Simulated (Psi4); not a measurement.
vanadium atom (V), quartet (typed; the unrestricted solution is spin-contaminated); REVPBE/def2-SVP run with Psi4.

Psi4 was given this input:
```
memory 2 GB

molecule {
0 4
  V     0.00000000    0.00000000    0.00000000
}

set basis def2-svp
set reference uks

energy('revpbe')
print_variables()
```

**Question.** What does Psi4 print? Leave out banner, timings and long lists.

**Answer.** 
```
   => Loading Basis Set <=

    Name: DEF2-SVP
    Role: ORBITAL
    Keyword: BASIS

         ---------------------------------------------------------
                                   SCF
               by Justin Turney, Rob Parrish, Andy Simmonett
                          and Daniel G. A. Smith
                              UKS Reference
         ---------------------------------------------------------

  ==> Geometry <==

    Molecular point group: d2h
    Geometry (in Angstrom), charge = 0, multiplicity = 4:

       Center              X                  Y                   Z               Mass
    ------------   -----------------  -----------------  -----------------  -----------------
         V            0.000000000000     0.000000000000     0.000000000000    50.943957040000

  Running in d2h symmetry.

  Rotational constants: A = ************  B = ************  C = ************ [cm^-1]
  Rotational constants: A = ************  B = ************  C = ************ [MHz]
  Nuclear repulsion =    0.000000000000000

  Charge       = 0
  Multiplicity = 4
  Electrons    = 23
  Nalpha       = 13
  Nbeta        = 10

  ==> Algorithm <==

  SCF Algorithm Type is DF.
  DIIS enabled.
  MOM disabled.
  Fractional occupation disabled.
  Guess Type is CORE.
  Energy threshold   = 1.00e-06
  Density threshold  = 1.00e-06
  Integral threshold = 1.00e-12

  ==> Primary Basis <==

  Basis Set: DEF2-SVP
    Blend: DEF2-SVP
    Number of shells: 11
    Number of basis functions: 31
    Number of Cartesian functions: 36
    Spherical Harmonics?: true
    Max angular momentum: 3

  ==> DFT Potential <==

   => LibXC <=

    Version 7.1.2
    S. Lehtola, C. Steigemann, M. J. T. Oliveira, and M. A. L. Marques,  SoftwareX 7, 1–5 (2018) (10.1016/j.softx.2017.11.002)

   => Composite Functional: REVPBE <=

    revPBE GGA Exchange-Correlation Functional

    Y. Zhang and W. Yang, Phys. Rev. Lett. 80, 890, 1998

    Deriv               =              1
    GGA                 =           TRUE
    Meta                =          FALSE

    Exchange Hybrid     =          FALSE
    MP2 Hybrid          =          FALSE

   => Exchange Functionals <=

    1.0000   XC_GGA_X_PBE_R

   => Correlation Functionals <=

    1.0000     XC_GGA_C_PBE

   => LibXC Density Thresholds  <==

    XC_GGA_C_PBE:  1.00E-12
    XC_GGA_X_PBE_R:  1.00E-15

   => Molecular Quadrature <=

    Radial Scheme          =       TREUTLER
    Pruning Scheme         =           NONE
    Nuclear Scheme         =       TREUTLER

    Blocking Scheme        =         OCTREE
    BS radius alpha        =              1
    Pruning alpha          =              1
    Radial Points          =             75
    Spherical Points       =            302
    Total Points           =          21738
    Total Blocks           =            245
    Max Points             =            245
    Max Functions          =             31
    Weights Tolerance      =       1.00E-15

   => Loading Basis Set <=

    Name: (DEF2-SVP AUX)
    Role: JKFIT
    Keyword: DF_BASIS_SCF

  ==> Integral Setup <==

  SCF_SUBTYPE=INCORE selected. In-core MEM_DF algorithm will be used.
  Using in-core AOs.

  ==> MemDFJK: Density-Fitted J/K Matrices <==

    J tasked:                   Yes
    K tasked:                    No
    wK tasked:                   No
    Algorithm:                 Core
    Schwarz Cutoff:           1E-12
    Mask sparsity (%):       0.0000
    Fitting Condition:        1E-10

   => Auxiliary Basis Set <=

  Basis Set: (DEF2-SVP AUX)
    Blend: DEF2-UNIVERSAL-JKFIT
    Number of shells: 58
    Number of basis functions: 264
    Number of Cartesian functions: 377
    Spherical Harmonics?: true
    Max angular momentum: 6

  Minimum eigenvalue in the overlap matrix is 1.2869305865E-01.
  Reciprocal condition number of the overlap matrix is 6.1064646242E-02.
    Using symmetric orthogonalization.

  ==> Pre-Iterations <==

  SCF Guess: Core (One-Electron) Hamiltonian.

[...]
   @DF-UKS iter   8:  -943.61775694021924   -3.68501e-02   1.41621e-02 ADIIS/DIIS
   @DF-UKS iter   9:  -943.61667735786602    1.07958e-03   1.44278e-02 ADIIS/DIIS
   @DF-UKS iter  10:  -943.61549500506499    1.18235e-03   1.46748e-02 ADIIS/DIIS
   @DF-UKS iter  11:  -943.64328057673072   -2.77856e-02   6.87087e-03 ADIIS/DIIS
   @DF-UKS iter  12:  -943.65069339684419   -7.41282e-03   7.91674e-04 ADIIS/DIIS
   @DF-UKS iter  13:  -943.65079417394850   -1.00777e-04   2.53983e-04 ADIIS/DIIS
   @DF-UKS iter  14:  -943.65075718721846    3.69867e-05   5.72589e-04 ADIIS/DIIS
   @DF-UKS iter  15:  -943.65080629465274   -4.91074e-05   1.46693e-04 ADIIS/DIIS
   @DF-UKS iter  16:  -943.65080941785413   -3.12320e-06   5.95802e-06 DIIS
   @DF-UKS iter  17:  -943.65080941906524   -1.21111e-09   1.50914e-05 DIIS
   @DF-UKS iter  18:  -943.65080943802468   -1.89594e-08   1.17874e-05 DIIS
   @DF-UKS iter  19:  -943.65080946043793   -2.24132e-08   1.77422e-06 DIIS
   @DF-UKS iter  20:  -943.65080946092519   -4.87262e-10   5.02005e-07 DIIS
  Energy and wave function converged.

  ==> Post-Iterations <==

   Electrons on quadrature grid:
      Nalpha   =   13.0000001436 ; deviation = 1.436e-07
      Nbeta    =   10.0000001436 ; deviation = 1.436e-07
      Ntotal   =   23.0000002872 ; deviation = 2.872e-07

   @Spin Contamination Metric:   3.959793690E-01
   @S^2 Expected:                3.750000000E+00
   @S^2 Observed:                4.145979369E+00
   @S   Expected:                1.500000000E+00
   @S   Observed:                1.500000000E+00

    Orbital Energies [Eh]
    ---------------------

    Alpha Occupied:

[...]
       5Ag    -0.160358

    Alpha Virtual:

[...]
    Beta Occupied:

[...]
       4Ag    -0.141308

    Beta Virtual:

[...]
    Final Occupation by Irrep:
             Ag   B1g   B2g   B3g    Au   B1u   B2u   B3u
    DOCC [     4,    0,    0,    0,    0,    2,    2,    2 ]
    SOCC [     1,    0,    1,    1,    0,    0,    0,    0 ]
    NA   [     5,    0,    1,    1,    0,    2,    2,    2 ]
    NB   [     4,    0,    0,    0,    0,    2,    2,    2 ]

  @DF-UKS Final Energy:  -943.65080946092519

   => Energetics <=

    Nuclear Repulsion Energy =              0.0000000000000000
    One-Electron Energy =               -1295.3438435365474106
    Two-Electron Energy =                 396.8501124520465169
    DFT Exchange-Correlation Energy =     -45.1570783764242520
    Empirical Dispersion Energy =           0.0000000000000000
    VV10 Nonlocal Energy =                  0.0000000000000000
    Total Energy =                       -943.6508094609251884

  UHF NO Occupations:
  HONO-2 :    1B2g 1.0000000
  HONO-1 :    1B3g 1.0000000
  HONO-0 :    5 Ag 1.0000000
  LUNO+0 :    6 Ag 0.2226145
  LUNO+1 :    3B2u 0.0000708
  LUNO+2 :    3B3u 0.0000708
  LUNO+3 :    3B1u 0.0000096

Computation Completed

Properties will be evaluated at   0.000000,   0.000000,   0.000000 [a0]

Properties computed using the SCF density matrix

 Multipole Moments:

 ------------------------------------------------------------------------------------
     Multipole            Electronic (a.u.)      Nuclear  (a.u.)        Total (a.u.)
 ------------------------------------------------------------------------------------

 L = 1.  Multiply by 2.5417464519 to convert [e a0] to [Debye]
 Dipole X            :          0.0000000            0.0000000            0.0000000
 Dipole Y            :          0.0000000            0.0000000            0.0000000
 Dipole Z            :          0.0000000            0.0000000            0.0000000
 Magnitude           :                                                    0.0000000

 ------------------------------------------------------------------------------------

  Variable Map:
  ----------------------------------------------------------------------------
[...]
  Array Variable Map:
  ----------------------------------------------------------------------------
[...]
[...]
```
